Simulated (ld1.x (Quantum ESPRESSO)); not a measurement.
# Before and after: PAW potential for platinum (Pt)

platinum, PAW, made with ld1.x (Quantum ESPRESSO) 7.5 (PBE, scalar-relativistic). Core [Xe] 4f14, reference 5d9 6s0 6p0 (charge +1). Waves: 6s (bound, empty): rcut 1.85, rcutus 2.25 bohr; 6s channel at 1.55 Ry: rcut 1.85, rcutus 2.25 bohr; 6p (bound, empty): rcut 3.20, rcutus 3.60 bohr; 6p channel at 1.1 Ry: rcut 3.20, rcutus 3.60 bohr; 5d (bound): rcut 1.65, rcutus 2.30 bohr; 5d channel at 0.8 Ry: rcut 1.65, rcutus 2.30 bohr. Local part: all-electron potential smoothed inside 2.05 bohr (lloc = -1). Core correction: a·sin(br)/r model core, default radius (ld1.x builds one for every PAW set, though the input has nlcc=.false.). Augmentation charge: BESSEL, radius 1.50 bohr.

All-electron outer shells of the reference configuration (PBE, scalar-relativistic, ld1.x):

```
shell  level (eV)  outermost node (bohr)  outermost maximum (bohr)
   5p      -64.30                   0.53                      0.98
   5d      -14.30                   0.57                      1.26
   6s      -12.88                   1.14                      2.30
   6p       -6.66                   1.35                      3.10
```

Change: waves 6s (bound): rcut 1.85, rcutus 3.02 bohr; 6s channel at 1.55 Ry: rcut 1.85, rcutus 3.02 bohr.

Cutoffs: the cutoffs (Ry, on a coarse ladder) from which the occupation-weighted sum of valence levels, in a spherical-Bessel basis at the reference potential, stays within 10 and 1 mRy of its value at 400 Ry; they do not see the model core or the augmentation charge, which bear on the density cutoff. Errors are all-electron minus pseudo energies relative to the spin-unpolarised reference configuration.

Predict the effect on cutoff, ghosts and configuration errors.

The potential gets neither clearly harder nor softer (18 Ry and 35 Ry → 18 Ry and 35 Ry); a bound ghost appears in s, which as a rule spoils a file; of the 6 tests that both files solve, the error grows in 2 and shrinks in 0 by more than 15 % and 0.3 meV (median size 15.6 → 58.5 meV); the range in which the s phases agree narrows (upper end 4.8 → -0.2).

```csv
quantity,base,changed
"cutoff, loose",18 Ry,18 Ry
"cutoff, tight",35 Ry,35 Ry
bound ghosts,none,s
"tests counted (converged, no solver errors)",6 of 7,6 of 7
"error for 5d9 6s1 6p0, meV [ΔE -9.19 eV]",+11,+73
"error for 5d8 6s0 6p0, meV [ΔE 19.97 eV]",-44,-44
"error for 5d7 6s0 6p0, meV [ΔE 52.18 eV]",-258,-258
"error for 5d8 6s1 6p0, meV [ΔE 1.97 eV]",-20,+729
"error for 5d10 6s0 6p0, meV [ΔE -9.21 eV]",-9.2,-9.2
"error for 5d9 6s0 6p1, meV [ΔE -4.15 eV]",+6.9,+6.9
s: phases at 3.90 bohr within 0.05 rad from the reference energy up to (Ry; the scan ends near 5),4.8,-0.2
p: phases at 3.90 bohr within 0.05 rad from the reference energy up to (Ry; the scan ends near 5),1.6,1.6
d: phases at 3.90 bohr within 0.05 rad from the reference energy up to (Ry; the scan ends near 5),2.7,2.7
lowest overlap eigenvalue by channel,"s 0.51, p 0.38, d 0.16","s 0.45, p 0.38, d 0.16"
```

Base: Tests not counted: 5d6 6s0 6p0 (solver errors, printed error -306 eV). Changed file: Tests not counted: 5d6 6s0 6p0 (solver errors, printed error -306 eV). These tests converged, but a pseudo level misses the all-electron one widely, so the file describes the atom poorly there or has found another state: 5d7 6s0 6p0: empty 6s by 7.7 eV (a node warning on the way). A true bound ghost makes a file unfit for plane-wave use even where its test errors are small: the radial tests pick states by their node count and pass the ghost by. Where a test does run into it, the solver fails or the error is huge.
